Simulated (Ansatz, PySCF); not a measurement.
Here is a job for PySCF.
```python
from pyscf import gto, scf, dft

mol = gto.Mole()
mol.atom = '''
    C    -1.407246    0.484381   -0.179960
    S     0.005579   -0.562535    0.268520
    C     1.396017    0.523556   -0.156132
    H    -1.279185    0.913429   -1.168899
    H    -2.306370   -0.125889   -0.146508
    H    -1.489518    1.271962    0.565270
    H     0.025624   -1.307244   -0.865362
    H     1.272844    0.949093   -1.147207
    H     2.311144   -0.061361   -0.107259
    H     1.443573    1.312951    0.590201
'''
mol.basis = 'sto-3g'
mol.charge = 1
mol.spin = 0
mol.verbose = 4
mol.build()

mf = dft.RKS(mol)
mf.xc = 'pbe0'
mf.grids.atom_grid = (99, 590)
mf.grids.prune = None
mf.kernel()
```

Task: Write the same job for Ansatz (a first-principles code).

Result: This is not unique; one that fits is 
Ansatz 0.2 input:
```yaml
crystal:
  periodic: [false, false, false]
  atoms:
    - {symbol: C, position_ang: [-1.40724628, 0.48438068, -0.17995981]}
    - {symbol: S, position_ang: [0.00557886, -0.56253485, 0.26851975]}
    - {symbol: C, position_ang: [1.39601743, 0.52355552, -0.15613213]}
    - {symbol: H, position_ang: [-1.27918534, 0.91342881, -1.16889909]}
    - {symbol: H, position_ang: [-2.30637026, -0.12588924, -0.14650803]}
    - {symbol: H, position_ang: [-1.48951780, 1.27196174, 0.56526984]}
    - {symbol: H, position_ang: [0.02562393, -1.30724382, -0.86536194]}
    - {symbol: H, position_ang: [1.27284396, 0.94909271, -1.14720689]}
    - {symbol: H, position_ang: [2.31114405, -0.06136075, -0.10725925]}
    - {symbol: H, position_ang: [1.44357288, 1.31295087, 0.59020105]}
basis:
  gaussian:
    orbitals: STO-3G
hamiltonian:
  xc: pbe0
total_charge: 1
accuracy: high
```

Both were run: PySCF gave -472.832830 Eh and Ansatz -472.832830 Eh, 0.000 mEh apart.
